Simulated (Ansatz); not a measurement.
`[CH2]1[CH2][GeH2]1` and `[CH3][GeH]1[CH2][CH2]1` differ in one atom or group.

Ansatz, PBE0-D4/def2-TZVP geometries, multiplicity 1. 

Scalar relativity is left out up to krypton.

```csv
property,`[CH2]1[CH2][GeH2]1`
HOMO energy (ωB97M-V/def2-TZVPP) / eV,-8.56
LUMO energy (B3LYP/def2-TZVPP) / eV,0.31
LUMO energy (PBE0/def2-TZVPP) / eV,0.56
HOMO energy (PBE0/def2-TZVPP) / eV,-6.44
HOMO energy (PBE/def2-TZVPP) / eV,-5.41
HOMO energy (B3LYP/def2-TZVPP) / eV,-6.24
```

(1) What does the change do to each property? (Estimate.)

Results:

(1) Ansatz gave: 
| property | `[CH3][GeH]1[CH2][CH2]1` | shift |
| --- | --- | --- |
| HOMO energy (ωB97M-V/def2-TZVPP) / eV | -8.32 | 0.24 |
| LUMO energy (B3LYP/def2-TZVPP) / eV | 0.71 | 0.40 |
| LUMO energy (PBE0/def2-TZVPP) / eV | 1.02 | 0.46 |
| HOMO energy (PBE0/def2-TZVPP) / eV | -6.18 | 0.26 |
| HOMO energy (PBE/def2-TZVPP) / eV | -5.14 | 0.27 |
| HOMO energy (B3LYP/def2-TZVPP) / eV | -5.99 | 0.25 |

With PBE0 the HOMO rises by 0.26 eV and the LUMO rises by 0.46 eV, so the gap widens by about 0.20 eV. PBE moves the HOMO by 0.27 eV and ωB97M-V by 0.24 eV.

B3LYP here is the variant with VWN-RPA as its local correlation; programs differ in this.
